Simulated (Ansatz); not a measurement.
Relaxation of FGe2H7O3 (13 atoms, charge 0, multiplicity 1), to a largest force component of 0.03 eV/Å in at most 50 steps.

All numbers below come from RKS PBE/def2-SVP in Ansatz.

```xyz
13
Properties=species:S:1:pos:R:3
Ge -0.049 -0.310 0.325
Ge 0.088 -0.095 2.721
H -0.635 -1.331 3.332
H 1.552 -0.077 3.197
H -0.688 1.171 3.137
O 1.436 -0.592 -0.627
H 1.274 -1.358 -1.212
O -0.571 1.408 -0.100
H -0.355 1.608 -1.034
O -1.163 -1.483 -0.457
H -1.912 -1.726 0.117
F 1.268 1.965 1.508
H 0.512 1.960 0.927
```

**Question.** Where does it end, and by what steps?

**Answer.** The run converged. After 10 steps the energy has fallen by 0.108 eV; H5 moved furthest, 0.32 Å.

```json
{"step": "0", "energy less start (eV)": "0.0000", "largest force component (eV/Å)": "0.844", "accepted": "yes"}
{"step": "1", "energy less start (eV)": "-0.0888", "largest force component (eV/Å)": "0.113", "accepted": "yes"}
{"step": "2", "energy less start (eV)": "-0.0978", "largest force component (eV/Å)": "0.130", "accepted": "yes"}
{"step": "3", "energy less start (eV)": "-0.1017", "largest force component (eV/Å)": "0.082", "accepted": "yes"}
{"step": "4", "energy less start (eV)": "-0.1024", "largest force component (eV/Å)": "0.155", "accepted": "yes"}
{"step": "5", "energy less start (eV)": "-0.1049", "largest force component (eV/Å)": "0.049", "accepted": "yes"}
{"step": "6", "energy less start (eV)": "-0.1060", "largest force component (eV/Å)": "0.117", "accepted": "yes"}
{"step": "7", "energy less start (eV)": "-0.1069", "largest force component (eV/Å)": "0.078", "accepted": "yes"}
{"step": "8", "energy less start (eV)": "-0.1074", "largest force component (eV/Å)": "0.031", "accepted": "yes"}
{"step": "9", "energy less start (eV)": "-0.1075", "largest force component (eV/Å)": "0.031", "accepted": "yes"}
{"step": "10", "energy less start (eV)": "-0.1077", "largest force component (eV/Å)": "0.018", "accepted": "yes"}
```

```xyz
13
Properties=species:S:1:pos:R:3
Ge -0.039 -0.294 0.334
Ge 0.099 -0.197 2.769
H -0.426 -1.564 3.297
H 1.560 0.008 3.206
H -0.839 0.923 3.270
O 1.436 -0.695 -0.594
H 1.270 -1.512 -1.104
O -0.471 1.420 -0.195
H -0.264 1.534 -1.144
O -1.231 -1.427 -0.399
H -2.061 -1.463 0.111
F 1.196 2.251 1.491
H 0.526 2.157 0.792
```

Whether the end is a true minimum wasn't checked by a vibrational analysis.

The run took 24 s on 4 threads of Arm Neoverse V2, with other jobs on the host, peak memory 0.25 GiB.
